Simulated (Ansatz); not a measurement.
C3H7NSi, SMILES `NC1=C[SiH2]C1` at its PBE0-D4/def2-TZVP geometry, where that method's forces vanish. Charge 0, multiplicity 1.

```xyz
12

N    -0.6774   -0.1041    1.8459
C    -0.1672    0.1015    0.5988
C     0.4784    1.1803    0.0807
Si    0.7424    0.2935   -1.4961
C    -0.2034   -0.9848   -0.4549
H    -1.3474   -0.8433    1.9630
H    -0.7973    0.6904    2.4510
H     0.6742    2.1209    0.5786
H     0.0573    0.7781   -2.7300
H     2.1278   -0.0888   -1.8968
H     0.3269   -1.8947   -0.1629
H    -1.2143   -1.2490   -0.7774
```

**Question.** What forces (eV/Å) does r2SCAN-D4/def2-TZVPP give on these atoms in Ansatz 0.2.0? (Estimate.)

**Answer.** The calculation gave: 
```
N1  -0.031 -0.051  0.147
C2  -0.023 -0.057 -0.063
C3   0.130  0.236 -0.078
Si4  0.028  0.035 -0.029
C5  -0.025 -0.130 -0.065
H6  -0.029 -0.019  0.015
H7  -0.015  0.027  0.024
H8  -0.008 -0.003  0.019
H9   0.007 -0.009  0.010
H10 -0.014 -0.001  0.000
H11 -0.016 -0.011  0.007
H12 -0.004 -0.017  0.013
```
